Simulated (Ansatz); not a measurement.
Abridged output of a molecular run in Ansatz:

```
Functional definition: HF
1485 factors; integrals over basis functions are off by at most 7.8e-4 eV
mean field evaluation 1: about -58001.6786 eV, gradient 3.6e1 eV
mean field evaluation 2: about -58001.7272 eV, gradient 3.6e1 eV
mean field evaluation 4: about -58004.4139 eV, gradient 2.7e0 eV
mean field evaluation 8: about -58004.4484 eV, gradient 2.7e-1 eV
mean field -58004.44879915 eV, -2131.6241765413 hartree, gradient 2.9e-6 eV, S^2 0.000000; 0 other end points of the search recorded, 0 dependent functions left out
10 core orbitals not correlated: weight in the atoms' cores, before any rotation towards them, 1.000 or more for the frozen orbitals, at most 0.000 for the correlated occupied ones
reference -58004.44879915 eV, -2131.6241765413 hartree; 11, 11 occupied and 215, 215 virtual orbitals, 1485 factors
second order -20.02676412 eV of doubles, -0.00000000 eV of singles
cycle   1  -19.25932907 eV  change    7.7e-1 eV  update   9.6e-2
cycle   2  -19.71293060 eV  change   -4.5e-1 eV  update   3.0e-2
cycle   3  -19.79218007 eV  change   -7.9e-2 eV  update   1.8e-2
cycle   4  -19.77076356 eV  change    2.1e-2 eV  update   5.6e-3
cycle   5  -19.77020632 eV  change    5.6e-4 eV  update   3.3e-3
cycle   6  -19.77150400 eV  change   -1.3e-3 eV  update   1.1e-3
cycle   7  -19.77134907 eV  change    1.5e-4 eV  update   4.3e-4
cycle   8  -19.77120651 eV  change    1.4e-4 eV  update   1.1e-4
cycle   9  -19.77128470 eV  change   -7.8e-5 eV  update   3.4e-5
cycle  10  -19.77127843 eV  change    6.3e-6 eV  update   1.1e-5
perturbative correction -0.64280788 eV, -0.0236227538 hartree
Total energy: -58024.86288547 eV, -2132.3743803762 hartree
```

Its atoms:

Cartesian coordinates in Å:
```
N 0.111 -0.585 0.104
Ge -0.023 1.110 0.743
H 0.349 -1.361 0.701
H -0.037 -0.865 -0.852
H -0.400 1.701 -0.697
```

Question: Which basis set was used?
A. def2-TZVPP
B. def2-QZVPP
C. cc-pV(T+d)Z
D. def2-SVPD

Answer: B. It gives 236 functions.

Question: Write the keys of the input that set method, charge and spin (a neutral closed shell needs none for the last two).

Answer: 
```yaml
correlation: {method: ccsd_t}
```
